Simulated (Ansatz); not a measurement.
`CC[SiH](F)[AlH2]` + `CCCO` → `CCCOCC` + `F[SiH2][AlH2]`  (substitution at a C–Si bond)

Isolated molecules relaxed with PBE0-D4/def2-TZVP in Ansatz; ΔE leaves out vibrations. CCSD(T)/CBS adds triple-zeta CCSD(T) − MP2 to the extrapolated MP2 energy (def2 sets, frozen cores). Functionals use def2-TZVPP. Each species was taken in one conformer, which may not be the lowest.

```
             level  ΔE (kcal/mol)
            PBE-D4           15.9
CCSD(T)/def2-TZVPP           15.1
SCS-MP2/def2-QZVPP           15.6
      HF/CBS(def2)           12.4
```

**Question.** What does CCSD(T)/CBS give? (An estimate is asked.)

**Answer.** Computed: +16.0 kcal/mol. The listed levels differ from it by -0.1, -0.9, -0.4, -3.6 kcal/mol.

Largest T1 diagnostic among the species: 0.012.

In def2-TZVPP, CCSD(T) changes the Hartree–Fock value by +2.6 kcal/mol (the triples alone add +0.2 kcal/mol) and MP2 by +4.0 kcal/mol.
